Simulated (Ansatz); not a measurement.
Input for Ansatz (a program for electronic structure): R-r2SCAN/def2-TZVPP on BCl2F (SMILES FB(Cl)Cl).

Ansatz 0.2 input:
```yaml
crystal:
  periodic: [false, false, false]
  atoms:
    - {symbol: B, position_ang: [-0.09212828, 0.02215641, -0.02276497]}
    - {symbol: Cl, position_ang: [1.09380185, 1.30146097, 0.07045726]}
    - {symbol: Cl, position_ang: [0.33278262, -1.64464445, 0.28215153]}
    - {symbol: F, position_ang: [-1.33455619, 0.32102707, -0.32984382]}
basis:
  gaussian:
    orbitals: def2-TZVPP
hamiltonian:
  xc: {name: r2SCAN}
scf: {lower_state_search: off}
```

Output:

```
WARN ansatz: RAYON_NUM_THREADS=4 ignored (pool sized by the plan → 4); use --threads N
Functional definition: r2SCAN
these checks for a lower state are left out or cut short: stability, starts, cluster_reference, orbital_swaps, neighbouring_geometries, increment
integrals: 0.07 GiB planned
913 factors; their error is unknown
mean field: 0.46 GiB planned
mean field evaluation 1: about -28439.8372 eV, gradient 3.2e1 eV
mean field evaluation 2: about -28436.8517 eV, gradient 5.5e1 eV
mean field evaluation 4: about -28441.4106 eV, gradient 1.2e0 eV
mean field evaluation 8: about -28441.4151 eV, gradient 2.9e-2 eV
mean field evaluation 16: about -28441.3971 eV, gradient 4.7e-6 eV
mean field -28441.39711427 eV, -1045.2020656782 hartree, gradient 4.0e-6 eV, S^2 0.000000; 0 other end points of the search recorded, 0 dependent functions left out
reference -28441.39712303 eV, -1045.2020659999 hartree; 24, 24 occupied and 122, 122 virtual orbitals, 913 factors
Total energy: -28441.39712303 eV, -1045.2020659999 hartree
Checks for a lower state left out: stability, starts, cluster_reference, orbital_swaps, neighbouring_geometries, increment
```

Self-consistency was reached.

Cost: roughly 2.0 core-seconds.
